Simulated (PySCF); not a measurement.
**Electron correlation in Tc⁺ (technetium, charge +1)**

[Kr] 4d6, high-spin 5D determinant (an excited configuration). Calculation: PySCF 2.14, in x2c-TZVPPall with one added diffuse shell each of s, p, d, f type (9s7p7d3f1g, 95 functions); scalar relativity by spin-free X2C-1e. Frozen: [Kr]; 6 electrons correlated.

```
  level  correlation energy (mhartree)
   CCSD                        -113.64
    (T)                          -3.51
CCSD(T)                        -117.15
```

Diagnostics: T1 = 0.0038, D1 = 0.0075, largest double amplitude 0.038.

Cost of the coupled-cluster step: about 6 core-seconds, for 6 correlated electrons.
